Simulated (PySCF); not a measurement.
## SMILES C=C=C(C)CCF, C$_{6}$H$_{9}$F

Cartesian coordinates in Å; atom numbers follow the order of the lines, from 1:
```xyz
16

C     0.5704    2.7043    0.1564
C     0.5198    1.4106    0.1413
C     0.4739    0.1110    0.1375
C     1.5212   -0.7294   -0.5361
C    -0.6667   -0.6278    0.7994
C    -1.7046   -1.1162   -0.2102
F    -1.2369   -2.1940   -0.9245
H     1.0787    3.2452    0.9398
H     0.1111    3.3032   -0.6150
H     2.2569   -0.1031   -1.0334
H     2.0277   -1.3529    0.2005
H     1.0592   -1.3869   -1.2700
H    -0.2791   -1.4924    1.3431
H    -1.1753    0.0325    1.5034
H    -2.6138   -1.4577    0.2961
H    -1.9501   -0.3375   -0.9397
```

Level of theory: GIAO KT3/pcSseg-1 magnetisability, rotational g tensor and spin-rotation constants, non-relativistic, gas phase (PySCF). Geometry: GFN2-xTB.

Problem. What are the magnetisability and the molar susceptibility?

Solution. Isotropic -1024 × 10⁻³⁰ J/T², or -61.7 × 10⁻⁶ cm³/mol; principal values -1095, -1013, -965 × 10⁻³⁰ J/T², anisotropy 114 × 10⁻³⁰ J/T² (root of half the summed squared differences of the principal values). The susceptibility is in cgs units.

Problem. Split it along the inertial axes a, b, c into diamagnetic and paramagnetic parts about the centre of mass, with the quadrupole moment.

Solution. 
| axis | χ (10⁻⁶ cm³/mol) | diamagnetic (10⁻⁶ cm³/mol) | paramagnetic (10⁻⁶ cm³/mol) | summed x² of all electrons (Å²) | quadrupole Θ (D Å) |
| --- | --- | --- | --- | --- | --- |
| a | -61.2 | -365.2 | 304.0 | 179.1 | -3.56 |
| b | -64.4 | -869.1 | 804.8 | 60.3 | +2.82 |
| c | -59.5 | -1015.4 | 955.9 | 25.8 | +0.74 |

Anisotropies 2χaa − χbb − χcc = +1.5 and 2χbb − χaa − χcc = -8.1 × 10⁻⁶ cm³/mol. Θ is traceless in Buckingham's convention.

Problem. And the rotational g tensor?

Solution. 
| axis | rotational constant (GHz) | g | nuclear part | electronic part |
| --- | --- | --- | --- | --- |
| a | 4.7325 | -0.0260 | 0.6498 | -0.6759 |
| b | 1.4927 | -0.0086 | 0.5557 | -0.5643 |
| c | 1.2795 | -0.0096 | 0.5650 | -0.5746 |

Asymmetric top; isotopes 12C, 19F, 1H; no vibrational averaging.
